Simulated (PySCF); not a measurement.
These 2 structures share the formula C8H13N. Theory: PBE0-D3(BJ)/def2-SVP geometry optimisation, gas phase in PySCF. One conformer each; no zero-point energy, no entropy. No frequencies were run at this level. Point groups hold within 0.08 Å.

Task: Rank from lowest to highest electronic energy at this level (kcal/mol).
A. `[CH3:1][N:2]([CH3:3])[C:4]1=[CH:5][CH2:6][CH2:7][CH:8]=[CH:9]1` with C4–C5–C6–C7 33°, C5–C6–C7–C8 -47°, C6–C7–C8–C9 33°, N2–C4–C9–C8 168°
B. `[CH2:1]=[CH:2][C:3](=[CH2:4])[N:5]1[CH2:6][CH2:7][CH2:8][CH2:9]1` with C1–C2–C3–C4 40°, C2–C3–N5–C6 19°, C3–N5–C6–C7 156°, N5–C6–C7–C8 30°, C6–C7–C8–C9 -39°, C7–C8–C9–N5 33°

Result: A (0.0), B (4.4).

| SMILES | E (Eh) | E rel (kcal/mol) | dipole (D) | point group | A, B, C (MHz) |
| --- | --- | --- | --- | --- | --- |
| CN(C)C1=CCCC=C1 | -366.70429 | 0.0 | 0.75 | C1 | 3246, 1169, 917.7 |
| C=CC(=C)N1CCCC1 | -366.69730 | 4.4 | 1.97 | C1 | 3436, 1081, 865.2 |
